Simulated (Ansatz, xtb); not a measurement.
**Ranking isomers of ClFH2N2Si**

6 gas-phase structures of ClFH2N2Si, found in a search over its isomers (lower ones may exist). Each was relaxed with GFN2-xTB:

A. `N/N=[Si](\F)Cl`, a singlet
B. `N/N=[Si](/F)Cl`, a singlet
C. `F[Si@@]1(Cl)[N-][NH2+]1`, a singlet
D. `[H]/N=N/[Si@H](F)Cl`, a singlet
E. `[H]/N=N\[Si@H](F)Cl`, a singlet
F. `F[Si]1(Cl)NN1`, a singlet

Question: Estimate their order in r2SCAN-D4/def2-SVP energy at these geometries, lowest first.

Answer: Calculated order at r2SCAN-D4/def2-SVP: F (0.0), D (2.8), E (4.1), A (18.3), B (20.2), C (23.5) kcal/mol.

Energies above the lowest of each column, in kcal/mol; the last columns are at PBE0-D3(BJ)/pcseg-1 geometries and were run for some of them only (a dash: not run or not comparable):

```tsv
structure	GFN2-xTB	HF/STO-3G	r2SCAN-D4/def2-SVP	PBE0-D3(BJ)/pcseg-1	CCSD(T)/def2-SVP + ΔMP2/def2-TZVPP
F	4.7	2.5	0.0	1.8	0.0
D	8.6	0.3	2.8	0.0	2.9
E	8.8	0.0	4.1	4.2	6.4
A	1.1	39.0	18.3	19.7	–
B	0.0	34.2	20.2	–	–
C	20.0	35.1	23.5	–	–
```

CCSD(T)/def2-SVP + ΔMP2/def2-TZVPP puts F lowest of those it was run on; GFN2-xTB picks B, HF/STO-3G picks E, PBE0-D3(BJ)/pcseg-1 picks D. Flexible structures stand in one conformer each, not always the lowest. Frequencies (PBE0-D3(BJ)/pcseg-1) were run for D, E, F alone. The ΔMP2 step shifts differences by up to 9.9 kcal/mol, which makes them less sure. ΔMP2 is the change of the MP2 energy from the smaller to the larger basis.

Over these structures GFN2-xTB departs from r2SCAN-D4/def2-SVP by 9.6 kcal/mol on average once a common shift is removed. A GFN2-xTB relaxation took about 0.3 s and the r2SCAN-D4/def2-SVP energy about 4.7 s on a shared host (Ansatz 0.2.0, xtb 6.7.1).
